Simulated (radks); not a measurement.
All-electron atom: the thallium ion Tl6+ in [Xe] 4f14 5d7.

All-electron calculation, Dirac Kohn-Sham, PBE, spin-unpolarised, spherical densities, finite nucleus; open shells fill j = l - 1/2 first; Fermi nuclear charge, rms radius 5.4759 fm. Program: a radial shooting solver on a logarithmic mesh with Libxc functionals.

Energy parts (hartree):
| part | energy |
|---|---|
| total | -20274.1440 |
| kinetic | 23473.5726 |
| electron-nucleus | -50984.1652 |
| Hartree | 7615.4544 |
| exchange-correlation | -379.0059 |

Orbitals (lengths in bohr, moments of r in powers of bohr; <r^-3> diverges for s and p1/2; r(90%) holds 90 % of the orbital's charge):
orbital  occ.  eigenvalue (hartree)  r(90%)      <r>      <r^2>  <r^-3>
1s1/2       2             -3142.699  0.0299  0.01632  0.0003691       -
2s1/2       2             -561.6712   0.107  0.06808   0.005550       -
2p1/2       2             -539.4761  0.0934  0.05589   0.003911       -
2p3/2       4             -463.5730   0.105  0.06468   0.005095   22400
3s1/2       2             -136.3993   0.261   0.1770    0.03598       -
3p1/2       2             -126.3446   0.252   0.1674    0.03272       -
3p3/2       4             -109.4689   0.275   0.1835    0.03909    5262
3d3/2       4             -92.80697   0.248   0.1595    0.02986   922.1
3d5/2       6             -89.20235   0.254   0.1644    0.03159   756.7
4s1/2       2             -32.82429   0.562   0.3915     0.1732       -
4p1/2       2             -28.48285   0.571   0.3930     0.1759       -
4p3/2       4             -24.37841   0.619   0.4273     0.2076    1285
4d3/2       4             -17.27574   0.646   0.4331     0.2168   203.6
4d5/2       6             -16.50947   0.662   0.4442     0.2278   163.2
5s1/2       2              -7.80260    1.24   0.8697     0.8463       -
4f5/2       6              -7.33873   0.737   0.4632     0.2575   35.34
4f7/2       8              -7.16910   0.748   0.4696     0.2646   33.52
5p1/2       2              -6.32420    1.33   0.9263     0.9647       -
5p3/2       4              -5.54840    1.45    1.010      1.145   241.1
5d3/2       4              -3.44330    1.78    1.211      1.668   27.67
5d5/2       3              -3.34087    1.83    1.242      1.754   21.99
6s1/2       0              -2.66624    2.67    1.901      4.011       -
6p1/2       0              -2.24060    2.95    2.096      4.878       -
6p3/2       0              -2.08249    3.14    2.241      5.574   50.59
5f5/2       0              -1.51129    3.13    2.079      4.955   1.650
5f7/2       0              -1.50382    3.15    2.096      5.029   1.581

The highest occupied level is 5d5/2 at -90.910 eV. For comparison, the ionisation energy in NIST's Atomic Spectra Database is 98 eV (theoretical). In exact Kohn-Sham theory the highest level is minus the ionisation energy, but local and semilocal functionals leave it too shallow, through self-interaction and a potential that decays too fast; potentials with the right tail come closer. Summed over all electrons, <r^2> = 28.20 bohr^2, which gives a Langevin (diamagnetic) susceptibility term of -22.3 x 10^-6 cm^3/mol. The density falls to 0.001 e/bohr^3 at r = 2.78 bohr. The electron density at the nucleus is 2.523e+06 e/bohr^3.

Beside tabulated values, note that spin-unpolarised runs miss the spin-polarisation part of the exchange energy of open shells.
